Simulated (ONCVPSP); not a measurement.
**How hard is this nickel ONCV potential?**

ONCVPSP 4.0.1 input, shortened (lines: element, Z, core and valence counts, functional; n l f; lmax; l rc ep ncon nbas qcut; lloc lpopt rc5 dvloc0; l nproj debl; icmod fcfact rcfact), BLYP, fully relativistic:

```
  Ni 28.00    5    2  -106131      upf
    1    0    2.00
    2    0    2.00
    2    1    6.00
    3    0    2.00
    3    1    6.00
    3    2    8.00
    4    0    1.50
    2
    0    1.75    0.00    4    7    4.50
    1    1.60    0.08    3    6    4.60
    2    1.60    0.00    4    9   10.30
    4    5    1.10    0.00
    0    3    0.30
    1    1    0.90
    2    2    2.90
    3    3.75    1.70
```

Open shells are filled in proportion to 2j + 1.

In the s channel the program set the typed energies aside and used -0.342, 0.250, 0.550 Ha.

For each optimised wave give the share of its norm inside rc, the residual kinetic energy above qcut (Ha) and the cutoffs (Ha) for errors of 10, 1, 0.1 and 0.01 mHa per electron.

```
               wave  norm inside rc  residual KE  10 mHa  1 mHa  0.1 mHa     0.01 mHa
                 4s           0.177      2.6e-04     3.4    5.4     29.8         41.2
      s projector 2           0.105      5.1e-05     4.2    6.5      9.0         51.6
      s projector 3           0.070      5.0e-05     4.4    6.9      9.3         51.5
p projector 1 j=3/2           0.119      3.9e-03     3.1   38.0     69.7  not reached
p projector 1 j=1/2           0.123      3.2e-03     2.2   36.6     66.9  not reached
           3d j=5/2           0.865      1.4e-06    34.8   41.2     45.8         49.6
d projector 2 j=5/2           0.155      1.6e-05    36.5   43.5     48.8         59.4
           3d j=3/2           0.868      1.5e-06    34.9   41.2     45.8         49.6
d projector 2 j=3/2           0.156      1.6e-05    36.5   43.6     48.8         60.3
```

The occupied waves need 41 Ha and 46 Ha for 1 and 0.1 mHa. Note: ghosts flagged at negative energy: s at -121.0 eV (a further GHOST(-) flag falls on a real empty level of the atom); GHOST(+) flagged for p3/2 at 17.8 eV, p1/2 at 18.8 eV, s at 162.9 eV, s at 541.5 eV. A true bound ghost makes a file unfit for plane-wave use.
